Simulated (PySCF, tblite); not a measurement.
C₄H₁₂O₂Si₃.
Structure used (GFN2-xTB), in Å, numbered top down from 1:
```xyz
21
C4H12O2Si3 angstrom
C      3.4380    0.7738   -0.4686
C      2.2890    0.4527    0.1018
Si     0.9989   -0.6605   -0.7047
C     -0.7023   -0.1884    0.0404
Si    -0.8675   -0.6456    1.8850
Si    -1.2816    1.5982   -0.2910
C     -1.6025   -1.0730   -0.6830
O     -1.2317   -1.9514   -1.4327
O     -2.9170   -0.8490   -0.4783
H      3.6875    0.4263   -1.4576
H      4.1812    1.3922    0.0124
H      2.0958    0.8302    1.0989
H      1.3245   -2.0542   -0.3877
H      0.9837   -0.4342   -2.1512
H     -0.5248   -2.0579    2.0726
H     -2.2399   -0.4213    2.3391
H      0.0530    0.1932    2.6540
H     -0.2585    2.5076    0.2287
H     -2.5636    1.8646    0.3605
H     -1.4301    1.7888   -1.7371
H     -3.4408   -1.4749   -1.0021
```

Theory: PBE0/pcSseg-1 in PySCF (dipole) on a GFN2-xTB geometry, gas phase.

Masses are those of the commonest isotopes; rigid-rotor values at the optimised geometry. The values belong to one conformer with, in the numbering `[CH2:1]=[CH:2][SiH2:3][C:4]([SiH3:5])([SiH3:6])[C:7](=[O:8])[OH:9]`, C1–C2–Si3–C4 -154°, C2–Si3–C4–Si5 -68°, Si3–C4–C7–O8 7°, C4–C7–O9–H 180°.

Task: What are A, B and C (cm⁻¹)?

Result: Ia = 381.93, Ib = 732.96, Ic = 773.29 u·Å²; 505379 MHz·u·Å²/I gives 1323, 689.5 and 653.5 MHz, that is A = 0.04414, B = 0.02300, C = 0.02180 cm⁻¹.

Task: What kind of rotor is it?

Result: An asymmetric top: κ = (2 × 689.5 − 1323 − 653.5)/(1323 − 653.5) = -0.89.

Task: Is it planar, by Δ = Ic − Ia − Ib?

Result: Not planar: Δ = Ic − Ia − Ib = -341.61 u·Å². For a rigid frame Δ = −2 Σ m c², so Σ m c² = 170.80 u·Å² lies off the ab plane: 29.50 from hydrogen and 141.30 from heavier atoms. The atom farthest from that plane is 2.77 Å away.

Task: Give the other two planar moments, Paa and Pbb, and the rms extents of the mass along the axes.

Result: Paa = Σ m a² = (Ib + Ic − Ia)/2 = 562.16 and Pbb = Σ m b² = (Ia + Ic − Ib)/2 = 211.13 u·Å². With the mass M = 176.01 u, the rms extents √(P/M) along a, b and c are 1.79, 1.10, 0.99 Å.

Task: List the rotational levels J(Ka,Kc) to J = 2 (cm⁻¹).

Result: Above 0(0,0):
J = 1: 1(0,1) 0.0448, 1(1,1) 0.0659, 1(1,0) 0.0671
J = 2: 2(0,2) 0.1343, 2(1,2) 0.1543, 2(1,1) 0.1579, 2(2,1) 0.2214, 2(2,0) 0.2214
The levels of one J sum to (2J + 1)J(J + 1)(A + B + C)/3.

Task: Predict some low-J microwave lines.

Result: The dipole components are |μa| = 0.59 D, |μb| = 1.34 D, |μc| = 0.11 D. The squared components, which scale the intensities, stand as 0.19 : 1.00 : 0.01 (a : b : c). Some lines, for components of 0.1 D or more:

| type | branch | J(Ka,Kc) | MHz | lower level (cm⁻¹) |
| --- | --- | --- | --- | --- |
| b | R | 5(3,2) ← 4(4,1) | 2162 | 0.796 |
| a | R | 2(1,2) ← 1(1,1) | 2650 | 0.066 |
| a | R | 2(0,2) ← 1(0,1) | 2685 | 0.045 |
| c | Q | 5(3,3) ← 5(2,3) | 3220 | 0.760 |
| b | Q | 3(3,0) ← 3(2,1) | 3252 | 0.356 |
| a | R | 4(3,1) ← 3(3,0) | 5375 | 0.464 |
| b | R | 4(1,4) ← 3(0,3) | 5848 | 0.269 |
| c | Q | 5(5,1) ← 5(4,1) | 5862 | 1.020 |
| b | R | 3(2,1) ← 2(1,2) | 6046 | 0.154 |
| c | R | 4(1,3) ← 3(0,3) | 6207 | 0.269 |
| a | R | 5(1,5) ← 4(1,4) | 6619 | 0.464 |
| a | R | 5(0,5) ← 4(0,4) | 6686 | 0.447 |
| a | R | 5(3,3) ← 4(3,2) | 6720 | 0.644 |
| b | R | 4(2,3) ← 3(1,2) | 7219 | 0.294 |
| b | R | 4(2,2) ← 3(1,3) | 7457 | 0.287 |
| c | R | 5(2,3) ← 4(1,3) | 8541 | 0.476 |

Task: Estimate the classical rotational partition function at 25 K, 200 K and 500 K.

Result: Point group C1, symmetry number σ = 1; q = (√π/σ)·√((kT/h)³/(ABC)), k/h = 20836.6 MHz/K: 27300 at 25 K, 618000 at 200 K, 2440000 at 500 K.

Its lowest GFN2-xTB frequency is 12i cm⁻¹, too small to tell a flat minimum from a shallow saddle. Constants of a rigid frame at the computed geometry: no zero-point averaging, no centrifugal distortion. A rigid rotor knows nothing of internal rotation, which can split or shift real lines.

The run took 1.7 min wall on one thread, Arm Neoverse N1 (aarch64), on a shared host, and the process peaked at 1.1 GiB of memory. This is the PBE0/pcSseg-1 job that gave the dipole, with the shieldings it also computed.
